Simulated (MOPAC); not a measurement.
A run for MOPAC: PM7 on GaH3 (SMILES [GaH3]), a point of a bond scan (R = 1.727 Å).

```
PM7 1SCF PRECISE CHARGE=0 THREADS=1
GaH3

Ga    -0.00000000 1     0.00000000 1    -0.00000000 1
H      1.72251971 1    -0.11990152 1    -0.02255494 1
H     -0.87742328 1    -1.30173746 1     0.00609279 1
H     -0.68850373 1     1.41073884 1     0.01441170 1
```

Program output:

```
*******************************************************************************
 **                                                                           **
 **                              MOPAC v23.2.5                                **
 **                                                                           **
 *******************************************************************************
 ** MOPAC's Digital Object Identifier: https://doi.org/10.5281/zenodo.6511958 **
 **                                                                           **
 ** Please cite the open-source release paper for use of this MOPAC version:  **
 ** J. E. Moussa and J. J. P. Stewart (2026)                                  **
 ** MOPAC: An open-source semiempirical molecular orbital program             **
 ** J. Open Source Softw., 11(119), 8025, https://doi.org/10.21105/joss.08025 **
 *******************************************************************************

                              PM7 CALCULATION RESULTS

 *******************************************************************************
 *  PM7        - The PM7 Hamiltonian to be used
 *
 *
 *
 *                 CHARGE ON SYSTEM = 0
 *
 *
 *
 *  PRECISE    - TIGHTER CRITERIA TO BE USED
 *  1SCF       - DO 1 SCF AND THEN STOP
 *  THREADS=1  - MULTI-THREADING NOT USED
 *  T=         - A TIME OF 172800.0 SECONDS REQUESTED
 *  DUMP=N     - RESTART FILE WRITTEN EVERY 7200.0 SECONDS REQUESTED
 *******************************************************************************
PM7 1SCF PRECISE CHARGE=0 THREADS=1
 GaH3

   ATOM   CHEMICAL          X               Y               Z
  NUMBER   SYMBOL      (ANGSTROMS)     (ANGSTROMS)     (ANGSTROMS)

     1      Ga         -0.00000000  *   0.00000000  *  -0.00000000  *
     2       H          1.72251971  *  -0.11990152  *  -0.02255494  *
     3       H         -0.87742328  *  -1.30173746  *   0.00609279  *
     4       H         -0.68850373  *   1.41073884  *   0.01441170  *



          CARTESIAN COORDINATES

    NO.       ATOM           X           Y           Z

     1        Ga         -0.0000      0.0000     -0.0000
     2         H          1.7225     -0.1199     -0.0226
     3         H         -0.8774     -1.3017      0.0061
     4         H         -0.6885      1.4107      0.0144

 General Reference for PM7:
 "Optimization of Parameters for Semiempirical Methods VI: More Modifications to the
 NDDO Approximations and Re-optimization of Parameters", J. J. P. Stewart, J. Mol. Mod., 1:32, 19 (2013)
 https://link.springer.com/article/10.1007/s00894-012-1667-x

           Empirical Formula: H3 Ga  =     4 atoms



      MOLECULAR POINT GROUP   :   C2v


      RHF CALCULATION, NO. OF DOUBLY OCCUPIED LEVELS = 3


 -------------------------------------------------------------------------------
 PM7 1SCF PRECISE CHARGE=0 THREADS=1
 GaH3



     1SCF WAS SPECIFIED, SO BFGS WAS NOT USED
     SCF FIELD WAS ACHIEVED


                              PM7 CALCULATION
                                                       MOPAC v23.2.5 Linux




          FINAL HEAT OF FORMATION =         16.07720 KCAL/MOL =      67.26700 KJ/MOL


          COSMO AREA              =         68.87 SQUARE ANGSTROMS
          COSMO VOLUME            =         51.01 CUBIC ANGSTROMS

          IONIZATION POTENTIAL    =         10.277967 EV
          HOMO LUMO ENERGIES (EV) =        -10.278  1.271
          NO. OF FILLED LEVELS    =          3
          MOLECULAR WEIGHT        =         72.7587         POINT GROUP:  C2v

          MOLECULAR DIMENSIONS (Angstroms)

            Atom       Atom       Distance
            H     4    H     2     2.85609
            H     3    H     2     2.39125
            H     4   Ga     1     0.00000


          SCF CALCULATIONS        =          1





   ATOM   CHEMICAL          X               Y               Z
  NUMBER   SYMBOL      (ANGSTROMS)     (ANGSTROMS)     (ANGSTROMS)

     1      Ga         -0.00000000  *   0.00000000  *  -0.00000000  *
     2       H          1.72251971  *  -0.11990152  *  -0.02255494  *
     3       H         -0.87742328  *  -1.30173746  *   0.00609279  *
     4       H         -0.68850373  *   1.41073884  *   0.01441170  *

                             CARTESIAN COORDINATES

   1   Ga       -0.000000000     0.000000000    -0.000000000
   2    H        1.722519710    -0.119901520    -0.022554940
   3    H       -0.877423280    -1.301737460     0.006092790
   4    H       -0.688503730     1.410738840     0.014411700


           Empirical Formula: H3 Ga  =     4 atoms



      MOLECULAR POINT GROUP   :   C2v


                  EIGENVALUES
 -19.12171 -10.70472 -10.27797   1.27139   3.13839   3.55196   5.54927


              NET ATOMIC CHARGES AND DIPOLE CONTRIBUTIONS

  ATOM NO.   TYPE          CHARGE      No. of ELECS.   s-Pop       p-Pop
    1         Ga          -0.050543        3.0505     1.21684     1.83370
    2          H           0.015070        0.9849     0.98493
    3          H           0.017737        0.9823     0.98226
    4          H           0.017737        0.9823     0.98226
 DIPOLE           X         Y         Z       TOTAL
 POINT-CHG.    -0.009     0.001     0.000     0.009
 HYBRID        -0.060     0.004     0.001     0.060
 SUM           -0.069     0.005     0.001     0.069


          ATOMIC ORBITAL ELECTRON POPULATIONS

     Atom    s        px        py        pz
    1 Ga   1.21684   0.91488   0.91866   0.00016
    2  H   0.98493
    3  H   0.98226
    4  H   0.98226

 **********************
 *                    *
 * JOB ENDED NORMALLY *
 *                    *
 **********************




 == MOPAC DONE ==
```

The run finished.

Cost: roughly 0.020 core-seconds.
